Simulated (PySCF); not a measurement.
These compounds are isomers of formula C$_{4}$H$_{10}$O$_{3}$Si.

A. `CO[SiH](OC)C(C)=O`
B. SMILES COC(=O)[C@H](C)O[SiH3]
C. SMILES C(=C/OC)(/OC)O[SiH3]
D. SMILES C(O[SiH2]COC)(C)=O

Spectrum 1. ¹H NMR (500 MHz, computed): δ 4.51 (s, 1H), 3.97 (s, 6H), 2.40 (s, 3H). ¹³C{¹H} NMR (computed): δ 249.3 (C), 52.6 (CH3), 40.0 (CH3).

Spectrum 2. ¹H NMR (500 MHz, computed): δ 5.39 (s, 1H), 4.72 (s, 3H), 4.16 (s, 3H), 3.56 (s, 3H). ¹³C{¹H} NMR (computed): δ 154.9 (C), 118.5 (CH), 62.2 (CH3), 58.7 (CH3).

Spectrum 3. ¹H NMR (500 MHz, computed): δ 4.99 (t, 2H), 3.51 (s, 3H), 3.21 (t, 2H), 2.15 (s, 3H). ¹³C{¹H} NMR (computed): δ 176.8 (C), 66.3 (CH2), 65.6 (CH3), 24.2 (CH3).

Spectrum 4. ¹H NMR (500 MHz, computed): δ 5.02 (s, 3H), 4.54 (q, 1H), 3.99 (s, 3H), 1.40 (d, 3H). ¹³C{¹H} NMR (computed): δ 186.3 (C), 70.6 (CH), 54.6 (CH3), 23.9 (CH3).

PySCF 2.14 calculation with GIAO PBE0/pcSseg-1 shieldings and coordinates at the GFN2-xTB level; equivalent nuclei averaged, one computed conformer, in vacuum, non-relativistic Hamiltonian.

Chemical shifts δ = σref − σ; ¹H and ¹³C vs TMS, all at this level. Where no couplings were computed, multiplicities follow the n + 1 count of equivalent neighbours, and m marks all less simple cases (inequivalent or close neighbours, rings, F or P nearby). Shifts are as computed. Against solution values, carbons near 30 ppm lie about +3 ppm off and those near 130 ppm about +5 ppm. Of 1211 compounds with measured shifts, 218 miss one by over three times the rms of a fit or turn the order of signals round; such compounds aren't used in these exercises.

**Question.** Match each spectrum to its structure.

**Answer.** 1–A, 2–C, 3–D, 4–B.

- Spectrum 1 (A): 3 ¹³C signals; δC 52.6 is a methyl carbon bonded to O; δC 40.0 is a methyl carbon α to a carbonyl.
- Spectrum 2 (C): 4 ¹³C signals; δC 154.9 is an alkene carbon bearing oxygen; δC 118.5 is an alkene carbon bearing oxygen.
- Spectrum 3 (D): 4 ¹³C signals; δC 66.3 is an sp3 CH2 bonded to O and Si; δC 65.6 is a methyl carbon bonded to O.
- Spectrum 4 (B): 4 ¹³C signals; δC 186.3 is an ester carbonyl carbon; δC 70.6 is an sp3 CH bonded to O, α to a carbonyl.
